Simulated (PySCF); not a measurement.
Magnetisability: SMILES C1(C#C)=CC[C@@H]1O, C₆H₆O

Molfile (atoms numbered from 1):
```
C6H6O
     RDKit          3D

 13 13  0  0  0  0  0  0  0  0999 V2000
    2.9420    0.0762    0.7684 C   0  0  0  0  0  0  0  0  0  0  0  0
    1.8251    0.2127    0.3441 C   0  0  0  0  0  0  0  0  0  0  0  0
    0.5216    0.3267   -0.1452 C   0  0  0  0  0  0  0  0  0  0  0  0
   -0.2980    1.3325   -0.4807 C   0  0  0  0  0  0  0  0  0  0  0  0
   -1.4518    0.4434   -0.8436 C   0  0  0  0  0  0  0  0  0  0  0  0
   -0.4933   -0.7441   -0.5146 C   0  0  2  0  0  0  0  0  0  0  0  0
   -0.8580   -1.5904    0.5364 O   0  0  0  0  0  0  0  0  0  0  0  0
    3.9178   -0.0253    1.1398 H   0  0  0  0  0  0  0  0  0  0  0  0
   -0.1910    2.4011   -0.5039 H   0  0  0  0  0  0  0  0  0  0  0  0
   -2.3011    0.5091   -0.1643 H   0  0  0  0  0  0  0  0  0  0  0  0
   -1.8021    0.5011   -1.8746 H   0  0  0  0  0  0  0  0  0  0  0  0
   -0.2026   -1.3200   -1.4058 H   0  0  0  0  0  0  0  0  0  0  0  0
   -1.6132   -2.1227    0.2652 H   0  0  0  0  0  0  0  0  0  0  0  0
  1  2  3  0
  2  3  1  0
  3  4  2  0
  4  5  1  0
  5  6  1  0
  6  7  1  0
  6  3  1  0
  1  8  1  0
  4  9  1  0
  5 10  1  0
  5 11  1  0
  6 12  1  6
  7 13  1  0
M  END
```

Computed, not measured: GIAO BHandHLYP/pcSseg-1 magnetisability, rotational g tensor and spin-rotation constants, non-relativistic, gas phase (PySCF 2.14.0). Geometry: GFN2-xTB.

Problem. How diamagnetic is it, and how anisotropic?

Solution. Isotropic -968 × 10⁻³⁰ J/T², or -58.3 × 10⁻⁶ cm³/mol; principal values -1035, -972, -896 × 10⁻³⁰ J/T², anisotropy 121 × 10⁻³⁰ J/T² (root of half the summed squared differences of the principal values). The susceptibility is in cgs units.

Problem. Split it along the inertial axes a, b, c into diamagnetic and paramagnetic parts about the centre of mass, with the quadrupole moment.

Solution. 
```tsv
axis	χ (10⁻⁶ cm³/mol)	diamagnetic (10⁻⁶ cm³/mol)	paramagnetic (10⁻⁶ cm³/mol)	summed x² of all electrons (Å²)	quadrupole Θ (D Å)
a	-58.2	-324.3	266.1	136.1	+10.18
b	-57.8	-642.4	584.6	61.1	-3.28
c	-58.8	-836.6	777.7	15.3	-6.89
```
Anisotropies 2χaa − χbb − χcc = +0.3 and 2χbb − χaa − χcc = +1.4 × 10⁻⁶ cm³/mol. Θ is traceless in Buckingham's convention.

Problem. And the rotational g tensor?

Solution. 
```csv
axis,rotational constant (GHz),g,nuclear part,electronic part
a,4.9801,-0.0365,0.5861,-0.6226
b,2.1284,-0.0080,0.5765,-0.5845
c,1.5722,-0.0036,0.5708,-0.5745
```
Asymmetric top; isotopes 12C, 1H, 16O; no vibrational averaging.
